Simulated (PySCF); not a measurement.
C$_{4}$H$_{7}$, charge -1, singlet, at a GFN2-xTB geometry (in this run its highest filled SCF level lies above zero, so its values depend strongly on the basis, on diffuse functions most of all). Base run: B3LYP/6-31G (PySCF).

Here is a job for PySCF.
```python
from pyscf import gto, scf, dft, solvent

mol = gto.M(
    atom='''
C    -0.190241    0.130603    1.423309
C    -0.004990    0.116648    0.059086
H    -0.287449    1.056326    1.975773
H    -0.207554   -0.779681    2.011697
C     0.086767    1.204930   -0.780612
H     0.177322    1.091179   -1.855013
H    -0.032235    2.217556   -0.417331
C     0.103564   -1.248710   -0.600348
H     0.366004   -2.021010    0.126191
H    -0.848143   -1.536620   -1.061734
H     0.861453   -1.248571   -1.388200
''',
    basis='6-31g',
    charge=-1,
    spin=0,
    verbose=3,
)

mf = dft.RKS(mol)
mf.xc = 'b3lyp'
mf.kernel()
mf.analyze()
```

Variants of this job, named by their change:

| change | ΔE vs base (kcal/mol) | HOMO-LUMO gap (eV) |
|---|---|---|
| base | 0.000 | 4.96 |
| model = IEF-PCM; solvent = tetrahydrofuran; vdw_scale = 1.1 | -56.32 | 5.47 |
| model = COSMO; solvent = tetrahydrofuran | -50.50 | 5.40 |
| model = IEF-PCM; solvent = toluene | -35.10 | 5.28 |
| model = IEF-PCM; solvent = tetrahydrofuran; vdw_scale = 1.4 | -47.83 | 5.30 |
| model = IEF-PCM; solvent = dichloromethane | -55.01 | 5.42 |
| model = IEF-PCM; solvent = tetrahydrofuran; vdw_scale = 1.0 | -58.50 | 5.55 |
| model = C-PCM; solvent = tetrahydrofuran | ? | 5.42 |
| model = IEF-PCM; solvent = tetrahydrofuran; lebedev_order = 11 | -52.57 | 5.40 |
| model = SS(V)PE; solvent = tetrahydrofuran | -50.61 | 5.41 |
| model = IEF-PCM; solvent = tetrahydrofuran; lebedev_order = 41 | ? | 5.41 |
| model = ddCOSMO; solvent = tetrahydrofuran | ? | ? |

Problem. Complete the blanks.

Solution. 
- model = C-PCM; solvent = tetrahydrofuran, ΔE vs base (kcal/mol): -53.96
- model = IEF-PCM; solvent = tetrahydrofuran; lebedev_order = 41, ΔE vs base (kcal/mol): -53.57
- model = ddCOSMO; solvent = tetrahydrofuran, ΔE vs base (kcal/mol): -51.91
- model = ddCOSMO; solvent = tetrahydrofuran, HOMO-LUMO gap (eV): 5.39

The base is the gas phase, so ΔE is the electrostatic part of solvation at a fixed geometry, without cavity and dispersion terms.

The gas-phase anion may not be bound at this level, which the solvent then changes.
